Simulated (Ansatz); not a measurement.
`FC(F)(Br)I` + H₂ → `FC(F)Br` + HI at 600 K and 1 bar (hydrogenolysis of a C–I bond).

Isolated molecules relaxed with PBE0-D4/def2-TZVP in Ansatz; ΔE leaves out vibrations. CCSD(T)/CBS adds triple-zeta CCSD(T) − MP2 to the extrapolated MP2 energy (def2 sets, frozen cores). This one scheme is used for every species. def2 core potentials past Kr. For Br, I outer-core shells are correlated without core-valence functions, which leaves a few kJ/mol of doubt a bond. Scalar relativity is left out up to krypton.

| species | CCSD(T)/CBS energy (Eh) | H − E (kJ/mol) | S (J/(mol·K)) |
| --- | --- | --- | --- |
| `FC(F)(Br)I` | -3108.36666 | 73.7 | 401.2 |
| H₂ | -1.17544 | 43.9 | 150.8 |
| `FC(F)Br` | -2811.54081 | 94.1 | 340.9 |
| HI | -298.03592 | 31.6 | 227.0 |

H − E and S are ideal-gas, rigid-rotor, harmonic terms from PBE0-D4/def2-TZVP. The MP2-based limit puts H₂ 0.8 mEh under its directly extrapolated value; such offsets cancel only in part. 1 Eh = 2625.50 kJ/mol, R = 8.31446 J/(mol·K).

Question: By hand: ΔE, ΔH, ΔS and ΔG.

Answer: ΔE = (-2811.54081) + (-298.03592) − (-3108.36666) − (-1.17544) = -0.03463 Eh = -90.9 kJ/mol. Δ(H − E) = 94.1 + 31.6 − 73.7 − 43.9 = 8.1, so ΔH = -82.8 kJ/mol. ΔS = 340.9 + 227.0 − 401.2 − 150.8 = 15.9 J/(mol·K). ΔG = -82.8 − 600 × (15.9)/1000 = -92.3 kJ/mol.

Question: By hand: the equilibrium constant, and the temperature at which ΔG would vanish if ΔH and ΔS stayed fixed.

Answer: log₁₀ K = −ΔG/(RT ln 10) = 8.0. ΔH and −TΔS have one sign here, so there is no such temperature.

ΔH outweighs TΔS. A doubt of 5 kJ/mol in ΔE shifts log₁₀ K by 0.4 here. These are equilibria of isolated gas molecules and say nothing of rates. Largest T1 diagnostic: 0.010 (customary marks: 0.02 for closed shells, 0.045 for open ones).
